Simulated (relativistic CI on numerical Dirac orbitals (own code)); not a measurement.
## Hyperfine structure of Sm VIII, mass number 149

Calculated at this level of theory: Dirac-Coulomb-Breit CI, KLI orbitals optimised for each configuration, a model potential for QED, unscaled Slater integrals (own radial code, finite nucleus).

Configurations in the expansion (outside the closed core [Ar] 3d10 4p6 4d10): 4s2 4f4 5s2 5p3, 4s2 4f3 5s 5p5, 4s2 4f2 5s2 5p4 6s, 4s 4f3 5s2 5p5. The list is cut by size and lacks configurations that can hold low levels.

Nuclear spin I = 7/2, μ = -0.6677 μN, Q = 0.075 b (tables of Stone and Pyykkö). The electronic factors are computed for point nuclear moments, without core polarisation or the Bohr-Weisskopf and QED corrections.

```csv
Level,E (cm⁻¹),A (MHz),B (MHz)
4s2 4f4 5s2 5p3 8I°_5/2,0.0,-189.3,51
4s2 4f4 5s2 5p3 8I°_7/2,667.1,-159.5,-67.3
4s2 4f4 5s2 5p3 8I°_9/2,1583.6,-141.5,-91
4s2 4f4 5s2 5p3 8I°_11/2,2716.9,-130.7,-73.1
4s2 4f4 5s2 5p3 8I°_13/2,4024.2,-124.6,-35.5
4s2 4f4 5s2 5p3 8I°_15/2,5444.2,-121.8,11.9
4s2 4f4 5s2 5p3 8I°_17/2,6901.0,-122,64.5
4s2 4f4 5s2 5p3 8I°_19/2,8317.8,-124.7,119
```

Levels with J = 0, under 50 % of one LS term, or S terms without an open s electron are left out. Small factors come from cancelling terms and can be off by tens of per cent or more.

At this charge configurations can still be misplaced by up to about 7 % of their energy. Terms inside the open d or f shell come out 10 to 20 % too wide with unscaled integrals. Levels and lines within the n = 5 or 6 shells can be off by up to 10 % or somewhat more, and those that change n by about 2 %, since core polarisation is missing.

Question: Give the hyperfine levels of 4s2 4f4 5s2 5p3 8I°_5/2 relative to its centre of gravity.

Answer: With K = F(F + 1) − I(I + 1) − J(J + 1), E = AK/2 + B[¾K(K + 1) − I(I + 1)J(J + 1)]/[2I(2I − 1)J(2J − 1)]: F = 1: 2157, F = 2: 1764, F = 3: 1180, F = 4: 410.7, F = 5: -534.1, F = 6: -1644 MHz.

LS names give the leading component of a level, which can be under half, so a name can repeat, a term be missing and a line seem to break the LS rules.
